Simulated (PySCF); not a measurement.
C₂H₃ (SMILES [CH]=C), doublet, geometry from GFN2-xTB. Base run: PySCF with CAMB3LYP/cc-pVDZ.

Input for PySCF:
```python
from pyscf import gto, scf, dft

mol = gto.Mole()
mol.atom = '''
    C     0.668013   -0.251064    0.020416
    C    -0.563309    0.124145   -0.015798
    H     1.642849    0.177137    0.037343
    H    -0.889951    1.168198   -0.040699
    H    -1.381118   -0.583818   -0.024351
'''
mol.basis = 'cc-pvdz'
mol.charge = 0
mol.spin = 1
mol.verbose = 4
mol.symmetry = True
mol.build()

mf = dft.UKS(mol)
mf.xc = 'camb3lyp'
mf.kernel()
mf.analyze()
```

Each row names what was changed in the base input (with any setting that the change needs).

```
change                             ΔE vs base (mEh)  point group used  SCF cycles
---------------------------------  ----------------  ----------------  ----------
base                                          0.000                Cs          12
symmetry = off                                0.000                C1          12
irrep_nelec = A':(6, 6) A":(2, 1)             167.8                Cs          11
irrep_nelec = A':(8, 6) A":(0, 1)             344.1                Cs          17
```

Open shells are given as the SCF converged; they aren't shown to be the lowest states, and a large step between rows can be another state.
